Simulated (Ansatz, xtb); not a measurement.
# C3H8BNO3: which of two isomers lies lower

Structure I is `CN(C=O)CB(O)O`, a singlet and structure II is `CC(=O)NCB(O)O`, a singlet. Both are isolated molecules in the gas phase, relaxed with PBE0-D3(BJ)/def2-SVP; each stands in its lowest conformer found.

Quicker runs give these differences E(II) − E(I): GFN2-xTB −8.6 kJ/mol; HF/STO-3G −36.2 kJ/mol (at GFN2-xTB geometries); r2SCAN-D4/def2-SVP −40.3 kJ/mol (at GFN2-xTB geometries).

**Question.** Estimate E(II) − E(I) at the level CCSD(T)/def2-SVP + ΔMP2/def2-TZVPP.

**Answer.** Calculated at CCSD(T)/def2-SVP + ΔMP2/def2-TZVPP: E(II) − E(I) = −41.0 kJ/mol, so structure II lies lower.

The same difference at several levels:

```tsv
level	geometry	E(II) − E(I) (kJ/mol)	departure from the last row (kJ/mol)	job, with rough time for the two
GFN2-xTB	GFN2-xTB	−8.6	+32.4	optimisation, 0.49 s
HF/STO-3G	GFN2-xTB	−36.2	+4.8	single point, 0.42 s
r2SCAN-D4/def2-SVP	GFN2-xTB	−40.3	+0.7	single point, 4 s
PBE0-D3(BJ)/def2-SVP	PBE0-D3(BJ)/def2-SVP	−43.0	−2.0	optimisation, 1.9 min
HF/def2-SVP	PBE0-D3(BJ)/def2-SVP	−47.1	−6.1	part of the CCSD(T) run
MP2/def2-SVP	PBE0-D3(BJ)/def2-SVP	−37.9	+3.1	part of the CCSD(T) run
CCSD(T)/def2-SVP	PBE0-D3(BJ)/def2-SVP	−36.8	+4.3	single point
CCSD(T)/def2-SVP + ΔMP2/def2-TZVPP	PBE0-D3(BJ)/def2-SVP	−41.0		single point, 2 min
```

As drawn, II has 1 C–C, 1 N–H in place of 1 C–N, 1 C–H.

None of the levels shown reverses the order. The largest departure from CCSD(T)/def2-SVP + ΔMP2/def2-TZVPP is that of GFN2-xTB, 32.4 kJ/mol. The last row adds to CCSD(T) the change of the MP2 difference between the two basis sets, here −4.3 kJ/mol.

With thermal terms from frequencies at re-optimised GFN2-xTB minima (ideal gas, soft modes damped towards free rotors, one conformer each, 298.15 K, 1 atm): on the last row, ΔE + ΔZPE = −41.5, ΔH = −40.6, ΔG = −43.1 kJ/mol.

The correlated steps freeze 8 core orbitals. Run with Ansatz 0.2.0, xtb 6.7.1; the last row on 4 threads of Arm Neoverse V1 on a shared host.
